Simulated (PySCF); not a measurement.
Isomers of C9H14Si, one GFN2-xTB conformer each. Single-point energies are computed at PBE0/pcSseg-1 (PySCF, gas phase, no added dispersion term), electronic only.

```csv
SMILES,GFN2-xTB relative energy (kJ/mol)
CCc1cccc(C[SiH3])c1,0.0
C=C[C@@]1(C)CC[Si@H]1C#CC,308.6
C1=C[SiH2]C(C2CCCC2)=C1,111.6
C=C(C)[C@@H]1C[SiH2][C@H]1C#CC,272.9
CCCC#CC1=C[SiH2][C@H]1C,280.5
C[Si](C)(C)c1ccccc1,97.8
```

Conformers: `[CH3:1][CH2:2][c:3]1[cH:4][cH:5][cH:6][c:7]([CH2:8][SiH3:9])[cH:10]1` with C1–C2–C3–C4 87°, C6–C7–C8–Si9 -87°; `[CH2:1]=[CH:2][C@@:3]1([CH3:4])[CH2:5][CH2:6][Si@H:7]1[C:8]#[C:9][CH3:10]` with C1–C2–C3–C4 14°, C2–C3–C5–C6 129°, C3–C5–C6–Si7 -12°, C5–C6–Si7–C8 -101°, C2–C3–Si7–C6 -125°; `[CH:1]1=[CH:2][SiH2:3][C:4]([CH:5]2[CH2:6][CH2:7][CH2:8][CH2:9]2)=[CH:10]1` with Si3–C4–C5–C6 -51°, C1–C2–Si3–C4 0°, C2–Si3–C4–C5 -179°, C4–C5–C6–C7 -157°, C5–C6–C7–C8 7°; `[CH2:1]=[C:2]([CH3:3])[C@@H:4]1[CH2:5][SiH2:6][C@H:7]1[C:8]#[C:9][CH3:10]` with C1–C2–C4–C5 48°, C2–C4–C5–Si6 -130°, C4–C5–Si6–C7 7°, C5–Si6–C7–C8 -125°, C2–C4–C7–Si6 132°; `[CH3:1][CH2:2][CH2:3][C:4]#[C:5][C:6]1=[CH:7][SiH2:8][C@H:9]1[CH3:10]` with C1–C2–C3–C4 -64°.

Task: What does PBE0/pcSseg-1 give for the same structures?

Result: 
```json
{"SMILES": "C[Si](C)(C)c1ccccc1", "PBE0/pcSseg-1 E (Eh)": "-640.31265", "PBE0/pcSseg-1 (kJ/mol)": "0.0", "GFN2-xTB (kJ/mol)": "97.8", "point group": "Cs"}
{"SMILES": "CCc1cccc(C[SiH3])c1", "PBE0/pcSseg-1 E (Eh)": "-640.27581", "PBE0/pcSseg-1 (kJ/mol)": "96.7", "GFN2-xTB (kJ/mol)": "0.0", "point group": "C1"}
{"SMILES": "C1=C[SiH2]C(C2CCCC2)=C1", "PBE0/pcSseg-1 E (Eh)": "-640.23561", "PBE0/pcSseg-1 (kJ/mol)": "202.3", "GFN2-xTB (kJ/mol)": "111.6", "point group": "C1"}
{"SMILES": "C=C[C@@]1(C)CC[Si@H]1C#CC", "PBE0/pcSseg-1 E (Eh)": "-640.18217", "PBE0/pcSseg-1 (kJ/mol)": "342.6", "GFN2-xTB (kJ/mol)": "308.6", "point group": "C1"}
{"SMILES": "CCCC#CC1=C[SiH2][C@H]1C", "PBE0/pcSseg-1 E (Eh)": "-640.17253", "PBE0/pcSseg-1 (kJ/mol)": "367.9", "GFN2-xTB (kJ/mol)": "280.5", "point group": "C1"}
{"SMILES": "C=C(C)[C@@H]1C[SiH2][C@H]1C#CC", "PBE0/pcSseg-1 E (Eh)": "-640.16392", "PBE0/pcSseg-1 (kJ/mol)": "390.5", "GFN2-xTB (kJ/mol)": "272.9", "point group": "C1"}
```

GFN2-xTB puts CCc1cccc(C[SiH3])c1 lowest instead; measured from each level's own lowest isomer, the values differ by up to 117.6 kJ/mol (C=C(C)[C@@H]1C[SiH2][C@H]1C#CC: 272.9 against 390.5). As drawn, the lowest has an aromatic ring, which the highest lacks; the highest has a four-membered ring, a C≡C bond and a C=C bond outside aromatic rings, which the lowest lacks.

Task: Which frontier levels, dipoles and rotational constants go with these structures?

Result: 
```csv
SMILES,"HOMO (eV, PBE0/pcSseg-1)",LUMO (eV),dipole (D),"A, B, C (MHz)"
C[Si](C)(C)c1ccccc1,-7.20,-0.38,0.08,"2015, 716.3, 638.5"
CCc1cccc(C[SiH3])c1,-6.70,-0.11,0.36,"1802, 668.2, 550.5"
C1=C[SiH2]C(C2CCCC2)=C1,-6.35,-1.29,0.60,"2723, 674.8, 570.2"
C=C[C@@]1(C)CC[Si@H]1C#CC,-6.57,-0.19,1.48,"1569, 737.3, 584.7"
CCCC#CC1=C[SiH2][C@H]1C,-6.73,-0.89,1.24,"2600, 484.1, 424.0"
C=C(C)[C@@H]1C[SiH2][C@H]1C#CC,-6.47,-0.07,0.59,"1311, 797.9, 552.4"
```
